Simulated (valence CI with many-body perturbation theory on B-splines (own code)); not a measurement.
# Questions on Lu65+

Method: configuration interaction combined with many-body perturbation theory (CI+MBPT): four valence electrons over a frozen Dirac-Fock core [He], radial functions for each j: 9 s, 9 p, 8 d, 6 f, 3 g, 1 h, with the one-electron correlation potential Σ1, the two-electron term Σ2, the three-electron term Σ3, Breit, model QED; selected CI, second order for the rest, scaled by the run's own slope (own B-spline code, finite nucleus).

No measured spectrum was set against this ion. As an estimate, large intervals hold to a few tenths of a per cent, small ones and those within an open d or f shell to about a per cent.

Levels are named by their leading jj configuration (3d3/2^4 stands for four electrons in 3d with j = 3/2), which in mixed levels can hold well under half, so a name can repeat and another be missing.

Rates and lifetimes use the calculated energies. Strong lines usually hold to 10 to 20 %, long lifetimes can be off by a factor of two.

(1) What is the ground level?

(2) What is the ionisation energy?

(3) Among levels below 10353 eV, which E1 lines absorb most strongly from the ground level?

(4) What are the static dipole polarisabilities of the lowest levels?

(5) Where does the other parity begin?

(6) Name the longest-lived excited levels whose lifetime is computed, and their main decay.

(7) How well does LS coupling describe the low levels?

Answers

(1) (2s^2 2p1/2^2) J=0, composition 68 % 2s²2p² ³P + 32 % 2s²2p² ¹S.

(2) 16732 eV; NIST lists 16730 ± 30 eV (theoretical).

(3) to (2s^2 2p1/2 3d3/2) J=1 at 0.1242 nm, f = 1.09; to (2s 2p1/2^2 3p1/2) J=1 at 0.1266 nm, f = 0.337; to (2s 2p1/2^2 3p3/2) J=1 at 0.1221 nm, f = 0.306.

(4) (2s^2 2p1/2^2) J=0 9.67e-05 bohr³, of which the core gives 2.66e-07.

(5) At (2s 2p1/2^2 2p3/2) J=2, 1447 eV.

(6) (2s^2 2p1/2 2p3/2) J=2 at 1183 eV lives 23.2 ns, mostly by E2 to (2s^2 2p1/2^2) J=0; (2s^2 2p1/2 2p3/2) J=1 at 1165 eV lives 102 ps, mostly by M1 to (2s^2 2p1/2^2) J=0; (2s 2p1/2^2 2p3/2) J=2 at 1447 eV lives 33.7 ps, mostly by E1 to (2s^2 2p1/2 2p3/2) J=1.

(7) Among the lowest 20 levels the leading LS term, summed over configurations, holds 67 % on average. For single configurations the figures are 67 % in LS and 100 % in jj coupling. Terms mix most in the J = 1 level at 1531 eV, where the leading one holds 31 %.
